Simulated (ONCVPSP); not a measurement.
**u(r) = r·R(r): atom against pseudo-atom (manganese)**

Columns: radius, all-electron u(r) and pseudo u(r) of the 3d shell (level -15.21 eV) of manganese in the configuration [Ar] 3d5 4s1; LDA (Perdew-Zunger), scalar-relativistic, ONCV scheme, ONCVPSP 4.0.1.

```json
{"r (bohr)": "0.128", "all-electron": "0.1029", "pseudo": "0.0095"}
{"r (bohr)": "0.255", "all-electron": "0.3685", "pseudo": "0.0691"}
{"r (bohr)": "0.382", "all-electron": "0.6210", "pseudo": "0.2041"}
{"r (bohr)": "0.510", "all-electron": "0.7905", "pseudo": "0.4089"}
{"r (bohr)": "0.638", "all-electron": "0.8747", "pseudo": "0.6446"}
{"r (bohr)": "0.765", "all-electron": "0.8956", "pseudo": "0.8534"}
{"r (bohr)": "0.893", "all-electron": "0.8767", "pseudo": "0.9891"}
{"r (bohr)": "1.020", "all-electron": "0.8353", "pseudo": "1.0291"}
{"r (bohr)": "1.148", "all-electron": "0.7822", "pseudo": "0.9844"}
{"r (bohr)": "1.275", "all-electron": "0.7248", "pseudo": "0.8827"}
{"r (bohr)": "1.402", "all-electron": "0.6668", "pseudo": "0.7590"}
{"r (bohr)": "1.530", "all-electron": "0.6099", "pseudo": "0.6465"}
{"r (bohr)": "1.658", "all-electron": "0.5559", "pseudo": "0.5642"}
{"r (bohr)": "1.785", "all-electron": "0.5056", "pseudo": "0.5064"}
{"r (bohr)": "1.912", "all-electron": "0.4590", "pseudo": "0.4590"}
{"r (bohr)": "2.040", "all-electron": "0.4157", "pseudo": "0.4157"}
{"r (bohr)": "2.168", "all-electron": "0.3760", "pseudo": "0.3760"}
{"r (bohr)": "2.295", "all-electron": "0.3400", "pseudo": "0.3400"}
{"r (bohr)": "2.422", "all-electron": "0.3071", "pseudo": "0.3071"}
{"r (bohr)": "2.550", "all-electron": "0.2769", "pseudo": "0.2769"}
{"r (bohr)": "2.678", "all-electron": "0.2495", "pseudo": "0.2495"}
{"r (bohr)": "2.805", "all-electron": "0.2247", "pseudo": "0.2247"}
{"r (bohr)": "2.932", "all-electron": "0.2023", "pseudo": "0.2023"}
{"r (bohr)": "3.060", "all-electron": "0.1818", "pseudo": "0.1818"}
{"r (bohr)": "3.188", "all-electron": "0.1632", "pseudo": "0.1632"}
{"r (bohr)": "3.315", "all-electron": "0.1466", "pseudo": "0.1466"}
```

Problem. How many radial nodes do the two functions have?

Solution. The all-electron 3d function has n − l − 1 = 0; the pseudo-wave has 0.

Problem. At about which radius was the pseudo-wave matched?

Solution. 2.00 bohr, where the columns begin to agree (steps of 0.13 bohr).

Problem. Where does each function peak?

Solution. Outermost all-electron maximum near 0.77 bohr, pseudo maximum near 1.02 bohr (to the table’s step).

Problem. Is the pseudo-wave norm-conserving?

Solution. Yes: the ONCV scheme keeps the norm inside the radius equal to the all-electron one, which fixes the energy derivative of the logarithmic derivative at the level.
